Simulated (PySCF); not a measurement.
## How the method moves the HOMO and LUMO of `O[SiH2]N([SiH3])[SiH3]`

Compound: H₉NOSi₃.
Cartesian coordinates in Å at the PBE0-D3(BJ)/def2-SVP level; atoms count from 1:
```
atom  x, y, z in Å
O1     1.9828   -0.7469   -1.2161
Si2    0.8170   -1.4036   -0.2194
N3    -0.3026   -0.1063    0.0720
Si4    0.3364    1.5347    0.0027
Si5   -2.0117   -0.3453    0.3765
H6     2.9000   -0.8735   -0.9597
H7     1.4920   -1.8923    1.0249
H8     0.1001   -2.5364   -0.8682
H9     1.6465    1.6206    0.7148
H10    0.5023    2.0384   -1.3912
H11   -0.6558    2.4069    0.7053
H12   -2.3808    0.0191    1.7787
H13   -2.3262   -1.7885    0.1551
H14   -2.8358    0.4936   -0.5465
```

Basis pcSseg-1 throughout (PySCF), one geometry. One conformer (not necessarily the lowest) at the PBE0-D3(BJ)/def2-SVP geometry, without solvent, vibrations or thermal averaging.

**Question.** How do the orbital energies, the gap and the dipole change with the method?

**Answer.** 
| method | kind | HOMO (eV) | LUMO (eV) | gap (eV) | μ (D) | SCF cycles |
| --- | --- | --- | --- | --- | --- | --- |
| BLYP | GGA | -6.14 | -0.52 | 5.63 | 1.42 | 14 |
| PBE | GGA | -6.28 | -0.73 | 5.55 | 1.41 | 15 |
| B97-D | GGA | -6.29 | -0.53 | 5.75 | 1.42 | 15 |
| OPBE | GGA | -6.30 | -0.53 | 5.77 | 1.38 | 13 |
| KT2 | GGA | -6.34 | -0.94 | 5.40 | 1.37 | 15 |
| LDA | LDA | -6.34 | -1.01 | 5.33 | 1.45 | 14 |
| KT3 | GGA | -6.38 | -0.73 | 5.65 | 1.35 | 15 |
| BP86 | GGA | -6.39 | -0.80 | 5.60 | 1.42 | 15 |
| B97-2 | global hybrid | -7.35 | 0.16 | 7.51 | 1.43 | 13 |
| B3LYP | global hybrid | -7.36 | -0.01 | 7.34 | 1.44 | 12 |
| PBE0 | global hybrid | -7.59 | 0.12 | 7.72 | 1.44 | 12 |
| mPW1PW91 | global hybrid | -7.63 | 0.16 | 7.78 | 1.43 | 12 |
| BHandHLYP | global hybrid | -8.81 | 1.10 | 9.91 | 1.47 | 11 |
| CAM-B3LYP | range-separated hybrid | -8.91 | 1.23 | 10.14 | 1.46 | 12 |
| wB97X-D | range-separated hybrid | -9.45 | 1.91 | 11.37 | 1.45 | 14 |
| LC-wPBE | range-separated hybrid | -10.28 | 2.36 | 12.63 | 1.47 | 13 |
| HF | Hartree–Fock | -10.79 | 3.44 | 14.23 | 1.54 | 10 |

The HOMO spans 4.65 eV, from BLYP down to HF, and the gap runs from 5.33 eV (LDA) to 14.23 eV (HF). Over the methods BLYP (0 %), PBE (0 %), B97-D (0 %), OPBE (0 %), KT2 (0 %), LDA (0 %), KT3 (0 %), BP86 (0 %), B97-2 (21 %), B3LYP (20 %), PBE0 (25 %), mPW1PW91 (25 %), BHandHLYP (50 %), HF (100 %), a straight line through the gap against the share of exact exchange rises by 0.87 eV for each 10 % (correlation coefficient 0.999). The dipole ranges from 1.35 D (KT3) to 1.54 D (HF). This basis has no diffuse functions.
